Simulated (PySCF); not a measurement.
Several molecules and their computed UV-vis stick spectra, shuffled. Level of theory: TDDFT CAM-B3LYP/def2-SVPD, vertical, gas phase, core orbitals frozen in the response (PySCF 2.14.0, density-fitted response routines). Geometries: GFN2-xTB; one conformer of each isolated species. Triplets are in the Tamm–Dancoff approximation.

A. `FC[C@H](C=O)OC`
B. `CO[C@@H]1C[C@@H](F)O1`
C. `C[C@@H]1OC[C@H](F)O1`
D. `O=C1C[C@@H](F)[C@H]1OCF`
E. `CC[SiH2][SiH]([SiH3])[SiH3]`

Lowest singlet levels (six at most, fewer where fewer were computed) with oscillator strengths:

1. 8.03 eV (f 0.019); 8.44 eV (f 0.022); 8.56 eV (f 0.003); 8.67 eV (f 0.006); 8.82 eV (f 0.010); 8.92 eV (f 0.034); T1 7.83 eV
2. 6.54 eV (f 0.007); 6.78 eV (f 0.030); 6.84 eV (f 0.038); 7.05 eV (f 0.120); 7.26 eV (f 0.202); 7.31 eV (f 0.234); T1 5.90 eV
3. 3.99 eV (f 0.000); 6.76 eV (f 0.000); 7.17 eV (f 0.007); 7.31 eV (f 0.023); 7.76 eV (f 0.006); 7.87 eV (f 0.006); T1 3.46 eV
4. 7.63 eV (f 0.003); 8.44 eV (f 0.002); 8.50 eV (f 0.028); 8.61 eV (f 0.009); 8.82 eV (f 0.030); 9.17 eV (f 0.013); T1 7.47 eV
5. 4.27 eV (f 0.000); 6.18 eV (f 0.007); 7.75 eV (f 0.007); 7.77 eV (f 0.001); 7.88 eV (f 0.017); 8.26 eV (f 0.012); T1 3.67 eV

Question: Match each spectrum to its molecule.

Answer: 1 = B, 2 = E, 3 = D, 4 = C, 5 = A.
- A: S1 at 4.27 eV, HOMO→LUMO (75%), HOMO-1→LUMO (22%); Löwdin shares by element: HOMO oxygen 55%, carbon 23% or more (atoms not listed hold the other 23%); LUMO carbon 50% or more, oxygen 34% or more, hydrogen 6% or more; HOMO -9.38 and LUMO -0.14 eV.
- B: S1 at 8.03 eV, HOMO→LUMO (81%); Löwdin shares by element: HOMO oxygen 57%, carbon 18% or more (atoms not listed hold the other 25%); LUMO carbon 36% or more, hydrogen 18% or more (atoms not listed hold the other 46%); HOMO -9.75 and LUMO 1.39 eV.
- C: S1 at 7.63 eV, HOMO→LUMO (85%); Löwdin shares by element: HOMO oxygen 48% or more, carbon 29% or more (atoms not listed hold the other 23%); LUMO carbon 35% or more, hydrogen 10% or more (atoms not listed hold the other 55%); HOMO -9.43 and LUMO 1.26 eV.
- D: S1 at 3.99 eV, HOMO→LUMO (92%); Löwdin shares by element: HOMO oxygen 55%, carbon 25% or more (atoms not listed hold the other 20%); LUMO carbon 51% or more, oxygen 27% or more (atoms not listed hold the other 22%); HOMO -9.03 and LUMO -0.44 eV.
- E: S1 at 6.54 eV, HOMO→LUMO (76%); Löwdin shares by element: HOMO silicon 62% or more, carbon 14% or more (atoms not listed hold the other 24%); LUMO silicon 56% or more, hydrogen 7% or more (atoms not listed hold the other 37%); HOMO -9.15 and LUMO 0.50 eV.

Without π bonds the low states are Rydberg-like; a valence basis with one diffuse set may place them up to an eV too high.
